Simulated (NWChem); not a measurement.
Species: LiOH; SMILES [OH][Li]

```xyz
3

Li    -0.7681    -0.7187    -0.6607
O      0.1917     0.1794     0.1649
H      0.7808     0.7305     0.6716
```
Atoms are numbered in this order, from 1.

All runs use the structure optimised with PBE0/def2-SVP.

 Unshifted, non-relativistic core excitations; the lowest 4 roots alone, so stronger bands may lie above.

Question: List the first O K-edge excitations from PBE0/cc-pVTZ, restricted-window TDA (NWChem).

Answer: 
```tsv
state	energy (eV)	dipole oscillator strength	leading excitation (squared amplitude)
S1	517.4	0.0001	1s of atom 2 or its equivalents → LUMO (0.98)
S2	518.8	0.0057	1s of atom 2 or its equivalents → LUMO+1 (0.87)
S3	518.8	0.0057	1s of atom 2 or its equivalents → LUMO+2 (0.87)
S4	519.0	0.0030	1s of atom 2 or its equivalents → LUMO+3 (0.94)
```
